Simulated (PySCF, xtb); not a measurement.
C₂H₃ClN₂Si, SMILES N1=CC=N[SiH]1Cl.

Harmonic wavenumbers (cm⁻¹) from GFN2-xTB (xtb) at its own minimum, in rising order: 106, 128, 340, 420, 484, 554, 582, 629, 664, 797, 804, 879, 917, 929, 1200, 1227, 1615, 1656, 2410, 3041, 3049.

What does PySCF with PBE-D3(BJ)/def2-SVP give at its own minimum? (Estimate from the structure and the level; the computed values follow.)

113, 176, 357, 460, 500, 586, 630, 704, 710, 766, 840, 866, 883, 979, 1262, 1282, 1569, 1636, 2221, 2995, 3008. Paired by order, the mean absolute difference is 45 cm⁻¹ and the zero-point energies are 32.1 and 32.2 kcal/mol.
